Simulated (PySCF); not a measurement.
Computed shifts of a molecule C3H7BO, PySCF with PBE0/pcSseg-1, GIAO, gas phase, equivalent atoms averaged, in ppm (number of nuclei): ¹³C: 23.5 (2), 15.8 (1). ¹H: 5.62 (1), 2.26 (1), 1.69 (1), 1.63 (1), 1.56 (1), 1.52 (1), 1.31 (1). References: ¹⁷O against H2O (σ = 334.2 ppm); ¹¹B against BF3 (σ = 88.8 ppm); ¹³C against TMS (σ = 186.3 ppm); ¹H against TMS (σ = 31.56 ppm), references at their B3LYP-D3(BJ)/def2-TZVP geometries, non-relativistic. The structure is a stationary point at PBE0-D3(BJ)/def2-SVP. The values are those of a single conformer.

Problem. Pick the molecule that these values belong to.
A) C=CCBO
B) CB1CCO1
C) OB1CCC1
D) CB(C)C=O

Solution. C, OB1CCC1
